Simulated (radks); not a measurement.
Values are calculated unless marked as measured or tabulated.
S3+, configuration [He] 2s2 2p5 3s2 3p1 4f1 (not the ground configuration).

Level of theory: Dirac Kohn-Sham, PBE, spin-unpolarised, spherical densities, finite nucleus; open shells are shared between the two j in proportion to 2j + 1; Fermi nuclear charge, rms radius 3.2611 fm (a radial shooting solver on a logarithmic mesh with Libxc functionals).

Energy parts (eV):
part                      energy
total                 -10584.947
kinetic                10635.966
electron-nucleus      -24425.285
Hartree                 3829.121
exchange-correlation    -624.749

Orbitals (lengths in bohr, moments of r in powers of bohr):
orbital,occ.,eigenvalue (eV),<r>,small-component weight
1s1/2,2,-2498.768,0.09681,3.24e-03
2s1/2,2,-287.5591,0.4665,5.20e-04
2p1/2,1.66667,-235.4147,0.4235,5.00e-04
2p3/2,3.33333,-234.0505,0.4256,4.97e-04
3s1/2,2,-64.2196,1.401,1.13e-04
3p1/2,0.333333,-51.4781,1.485,9.97e-05
3p3/2,0.666667,-51.3037,1.489,9.93e-05
4f5/2,0.428571,-11.8201,4.194,1.60e-05
4f7/2,0.571429,-11.8197,4.194,1.60e-05

The highest occupied level is 4f7/2 at -11.820 eV. Summed over all electrons, <r^2> = 28.48 bohr^2, which gives a Langevin (diamagnetic) susceptibility term of -22.6 x 10^-6 cm^3/mol.
